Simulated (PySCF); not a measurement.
# Telling isomers of C₆H₈ClNSi apart by NMR

PySCF calculation with coordinates at the GFN2-xTB level and shielding tensors at PBE0/pcSseg-1 (GIAO); no solvent model, equivalent nuclei averaged, a single conformation, non-relativistic.

References, each an isolated molecule treated in the same way: 1H (σref 31.72), 13C (σref 186.93) vs TMS. Where no couplings were computed, multiplicities follow the n + 1 count of equivalent neighbours, and m marks all less simple cases (inequivalent or close neighbours, rings, F or P nearby). Shifts are as computed. Against solution values, carbons near 30 ppm lie about +3 ppm off and those near 130 ppm about +5 ppm; carbons on Cl a further +6 ppm. Of 1309 compounds with measured shifts, 239 miss one by over three times the rms of a fit or turn the order of signals round; such compounds aren't used in these exercises. Carbons bonded to Cl come out too deshielded.

(1) Tabulate the signals of `C[SiH2]c1ccc(Cl)cn1`, `C=C[Si@](Cl)(C#CC)N=C`, `ClC[SiH2]c1ccccn1` and their relative energies.

(2) What is the quickest way to tell C[SiH2]c1ccc(Cl)cn1 from ClC[SiH2]c1ccccn1?

(3) What is the quickest way to tell C=C[Si@](Cl)(C#CC)N=C from ClC[SiH2]c1ccccn1?

(4) What is the quickest way to tell C[SiH2]c1ccc(Cl)cn1 from C=C[Si@](Cl)(C#CC)N=C?

Answers

(1) 
```json
{"SMILES": "C[SiH2]c1ccc(Cl)cn1", "carbon types": "2×C 3×CH 1×CH3", "δC": "165.6, 154.6, 143.9, 140.1, 137.0, -8.1", "δH": "8.97 (s, 1H), 7.79 (m, 1H), 7.69 (m, 1H), 4.80 (q, 2H), 0.60 (t, 3H)", "E rel. (kcal/mol)": "0.0"}
{"SMILES": "C=C[Si@](Cl)(C#CC)N=C", "carbon types": "2×C 1×CH 2×CH2 1×CH3", "δC": "174.8, 142.1, 141.6, 113.5, 82.8, 5.7", "δH": "8.79 (m, 1H), 8.79 (m, 1H), 6.43 (m, 1H), 6.24 (m, 1H), 5.91 (m, 1H), 2.08 (s, 3H)", "E rel. (kcal/mol)": "16.0"}
{"SMILES": "ClC[SiH2]c1ccccn1", "carbon types": "1×C 4×CH 1×CH2", "δC": "167.3, 155.5, 139.9, 136.3, 128.7, 29.6", "δH": "8.97 (d, 1H), 7.89 (m, 1H), 7.70 (d, 1H), 7.38 (m, 1H), 4.83 (t, 2H), 3.65 (t, 2H)", "E rel. (kcal/mol)": "4.1"}
```

Energies are electronic energies at PBE0/pcSseg-1 on these geometries, without zero-point or thermal terms, each for the one conformer computed, which needn't be the lowest.

(2) Both give the same number of carbon signals, but DEPT or the intensities differ. The first has a methyl carbon bonded to Si (CH3) at -8.1 ppm, the second an sp3 CH2 bonded to Cl and Si at 29.6 ppm. Their most deshielded carbons lie at 165.6 and 167.3 ppm.

(3) Both give the same number of carbon signals, but DEPT or the intensities differ. The first has a C=N carbon (CH2) at 174.8 ppm, the second an sp3 CH2 bonded to Cl and Si at 29.6 ppm. Their most deshielded carbons lie at 174.8 and 167.3 ppm.

(4) Both give the same number of carbon signals, but DEPT or the intensities differ. The first has a substituted aromatic carbon next to a ring nitrogen (C) at 165.6 ppm, the second a C=N carbon (CH2) at 174.8 ppm.
